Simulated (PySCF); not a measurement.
# Removal energies of Dy³⁸⁺ from EOM-IP-GCCSD

Reference: closed-shell Dy³⁸⁺, [Ar] 3d10; one electron is removed. Calculated with PySCF 2.14, two-component X2C-1e with screened spin-orbit coupling, an uncontracted even-tempered set (18 s from 2.6 bohr⁻², ratio 2.6; 15 p from 3.4 bohr⁻², ratio 2.6; 10 d from 3.4 bohr⁻², ratio 2.6; 6 f from 3.5 bohr⁻², ratio 2.8); frozen [Ar]; the 98 highest virtual spinors dropped; of the others 70 kept and the rest restored at second order. No Breit or QED terms. Binding energies in eV.

| level | Koopmans | second order | EOM-CCSD |
| --- | --- | --- | --- |
| 3d3/2 | 2927.4 | 2926.6 | 2926.7 |
| 3d5/2 | 2888.4 | 2887.7 | 2887.8 |

For comparison, the ionisation energy of Dy³⁸⁺ is 2882 ± 4 eV (theoretical estimate listed by NIST; NIST Atomic Spectra Database, ionization energies).
